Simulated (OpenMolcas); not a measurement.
Ir2+ (d7) among equal point charges was computed by CASSCF with the d shell active (OpenMolcas, ANO-RCC-VDZP on the metal). Its lowest spin-free states, and all those of the highest spin:

| 2S+1 | Degeneracy | E (cm-1) |
| --- | --- | --- |
| 4 | 1 | 0.0 |
| 4 | 2 | 1019 |
| 2 | 1 | 6914 |
| 2 | 2 | 8819 |
| 4 | 2 | 9240 |
| 2 | 2 | 11353 |
| 4 | 2 | 12061 |
| 2 | 1 | 12434 |
| 2 | 2 | 16327 |
| 2 | 2 | 17765 |
| 2 | 2 | 18200 |
| 2 | 2 | 20389 |
| 4 | 2 | 23272 |
| 4 | 1 | 30709 |

Task: Is the site octahedral, tetrahedral or cube-like, axial, or of lower symmetry?

Result: The states with 2S+1 = 4 have orbital degeneracies 1, 2, 2, 2, 2, 1. There are pairs but no triples, so the site is axial: not cubic, but with a proper or improper axis of order three or more. The run had Ir2+ among 2 point charges of -3 e arranged as a linear pair (D∞h), 2.02 Å from the ion.

Without dynamic correlation the repulsion within the d shell is too large (B by tens of per cent), so at a given field states of lower spin stand too high. This shell can be high or low spin here, a state of another spin lies low, and with metal d orbitals alone active their balance is uncertain, so the ground spin may be wrong. Point charges give a weaker field than real ligands, and real ions of this kind are as a rule low spin; the high spin found here belongs to the model. This is an electrostatic model: the charges have no orbitals. No measured value stands beside these numbers.
